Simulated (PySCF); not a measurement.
C3H11AlO5Si, SMILES CO[Si](OC)(OC)[Al]([OH])[OH] at its GFN2-xTB optimised geometry (Å):

```
21

Si    -0.3888     1.0709     0.0000
O     -1.3942     1.5735     1.1579
C     -2.4155     0.7690     1.6510
O     -1.2497     1.0388    -1.4075
C     -0.8232     0.4313    -2.5717
O      0.6742     2.3014     0.0453
C      1.7156     2.4240    -0.8681
Al     0.5936    -1.1166     0.0000
O      2.2481    -1.1166     0.0000
O     -0.5520    -2.3083    -0.0772
H     -3.1942     0.6312     0.8979
H     -2.0258    -0.2151     1.9329
H     -2.8395     1.2570     2.5288
H     -0.3011     1.1432    -3.2181
H     -1.6856     0.0237    -3.1016
H     -0.1218    -0.4010    -2.3374
H      1.3752     2.9424    -1.7689
H      2.1000     1.4404    -1.1587
H      2.5156     3.0029    -0.4044
H      3.1942    -1.1335     0.0431
H     -1.1949    -3.0029    -0.1153
```

Calculation: B3LYP/def2-SVP (PySCF).

Map of the electrostatic potential (hartree/e), clipped to [-0.08, 0.12] on the plane z = 0.6 Å:

```
|333333332222222233333333333|
|333333322222222223333333333|
|333333222222222222333333333|
|333332222211111122333333333|
|333332221111000012334443344|
|333332211100000012344444444|
|333332210000002322344444444|
|333332210013369963344444444|
|333333222699999973333344444|
|333334446999999932333344444|
|333457779999999833333344444|
|334489999999999843333344444|
|334499999999999853223444444|
|344458766799999984223555544|
|444444444567999997556776554|
|444444444446999999999997654|
|444444433335999999999997654|
|444444443225999999888986554|
|444444444349999995234565554|
|444444455679965764223455444|
|444444556899632443333444444|
|444444556897422333333444444|
|444444556776433333334444444|
|444444555655443333334444444|
|444444455555444433444444444|
|444444444444444444444444444|
|444444444444444444444444444|
```
Scale: ten equal steps from -0.080 (start of '0') to 0.120 (end of '9'), in the order '0123456789'; x runs from -5.50 to 5.50, y from -5.50 (bottom) to 5.50 (top).
